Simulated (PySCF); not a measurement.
C₂H₅ClFNSi, SMILES N[Si@H](Cl)/C=C/F.

Geometry optimised at TPSSh-D3(BJ)/def2-SVP. The structure was generated by enumeration; whether it is a known compound was not checked. Other conformers were not sampled.

Calculation: PySCF with TDA-M06-2X/def2-SVPD.

Vertical excitations. The molecule is in vacuum.

```csv
state,energy (eV),λ (nm),f,main pairs
S1,6.87,180,0.037,"HOMO−1→LUMO 64 %, HOMO→LUMO 21 %"
S2,7.34,169,0.127,"HOMO−2→LUMO 45 %, HOMO→LUMO 27 %"
S3,7.47,166,0.204,"HOMO→LUMO 40 %, HOMO−2→LUMO 22 %, HOMO−1→LUMO 10 %"
S4,7.72,161,0.044,"HOMO→LUMO+1 50 %, HOMO−1→LUMO+2 15 %, HOMO−1→LUMO+1 9 %"
S5,7.74,160,0.074,"HOMO−1→LUMO+1 30 %, HOMO→LUMO+2 27 %, HOMO−1→LUMO 11 %, HOMO→LUMO+1 6 %"
S6,8.04,154,0.010,"HOMO→LUMO+2 31 %, HOMO−3→LUMO 17 %, HOMO→LUMO+3 11 %, HOMO−2→LUMO 6 %"
S7,8.11,153,0.022,"HOMO−3→LUMO 38 %, HOMO→LUMO+2 10 %, HOMO−2→LUMO 7 %, HOMO→LUMO+5 7 %"
S8,8.13,152,0.044,"HOMO→LUMO+5 25 %, HOMO→LUMO+4 23 %, HOMO−3→LUMO 7 %, HOMO→LUMO+3 6 %"
S9,8.24,151,0.068,"HOMO−1→LUMO+2 34 %, HOMO−4→LUMO 8 %, HOMO−1→LUMO+1 7 %, HOMO−3→LUMO+2 6 %"
S10,8.29,150,0.012,"HOMO−6→LUMO 24 %, HOMO−4→LUMO 16 %, HOMO−1→LUMO+2 9 %, HOMO→LUMO+4 8 %"
T1,4.54,273,0,HOMO→LUMO 72 %
T2,6.57,189,0,HOMO−1→LUMO 69 %
T3,7.10,175,0,"HOMO−2→LUMO 57 %, HOMO−4→LUMO 17 %, HOMO−3→LUMO 9 %"
T4,7.41,167,0,"HOMO−1→LUMO+2 39 %, HOMO→LUMO+2 18 %, HOMO−1→LUMO+4 6 %"
```
Triplets are in the Tamm–Dancoff approximation.
